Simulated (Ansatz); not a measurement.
A calculation with Ansatz (development build ahead of 0.2.0).

```yaml
crystal:
  periodic: [false, false, false]
  atoms:
    - { symbol: Li, position_ang: [0.0, 0.0, 2.887] }
    - { symbol: Be, position_ang: [0.0, 0.0, 0.0] }
    - { symbol: "N", position_ang: [0.0, 0.0, -2.1524] }
basis:
  gaussian: { orbitals: STO-3G }
total_charge: 1
magnetization:
  spin_polarized: true
  initial_magnetization: 1
hamiltonian:
  xc: hf
```

The input is written out in the form of the current development build from the run's settings.

The run gave:

```yaml
Converged: yes
Total_energy: -75.21815 hartree
Spin_squared_of_the_determinant: 2.200
Stability_test: minimum
```

Caution: the unrestricted determinant is a mixture of spin states.
